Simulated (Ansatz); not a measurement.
Geometry optimisation, UKS B3LYP-D4/def2-SVP in Ansatz.

input.yaml

```yaml
crystal:
  periodic: [false, false, false]
  atoms:
    - { symbol: C, position_ang: [2.3517, -1.4383, 1.5175] }
    - { symbol: C, position_ang: [1.2601, -0.4478, 0.8632] }
    - { symbol: Si, position_ang: [-0.0515, 0.6654, 0.0514] }
    - { symbol: "N", position_ang: [-1.0734, -0.2152, -0.855] }
    - { symbol: H, position_ang: [0.6077, 1.6143, -0.8913] }
    - { symbol: H, position_ang: [-0.8055, 1.4134, 1.0797] }
    - { symbol: H, position_ang: [-0.6306, -0.7567, -1.5617] }
    - { symbol: H, position_ang: [-1.5664, -0.8922, -0.2596] }
magnetization:
  spin_polarized: true
  initial_magnetization: 1
basis:
  gaussian: { orbitals: def2-SVP }
hamiltonian:
  xc: b3lyp
  dispersion: d4
relax:
  f_tol: 0.015
  max_steps: 40
output:
  orbitals: {}
```

Command:

```bash
$ ansatz run input.yaml --threads 2 --pin off --max-ram 3072MiB --backend cpu --events-out ev --progress --plain --runs-dir out
```

Task: Where does it end, and by what steps?

Result: It converged. After 8 steps the energy has fallen by 2.617 eV; C1 moved furthest, 0.39 Å.

```tsv
step	energy less start (eV)	largest force component (eV/Å)	accepted
0	0.0000	6.224	yes
1	-2.0368	2.856	yes
2	-2.5036	2.520	yes
3	-2.5721	1.449	yes
4	-2.6105	0.165	yes
5	-2.6138	0.099	yes
6	-2.6158	0.067	yes
7	-2.6165	0.041	yes
8	-2.6170	0.014	yes
```

```xyz
8
Properties=species:S:1:pos:R:3
C 2.245 -1.066 1.496
C 1.351 -0.453 0.917
Si 0.056 0.589 0.094
N -1.083 -0.315 -0.839
H 0.762 1.531 -0.813
H -0.683 1.302 1.170
H -0.789 -0.745 -1.712
H -1.768 -0.900 -0.368
```

Whether the end is a true minimum wasn't checked by a vibrational analysis.

Time of the run: 49 s on 2 threads of Arm Neoverse V1, on a shared host, peak memory 0.22 GiB.
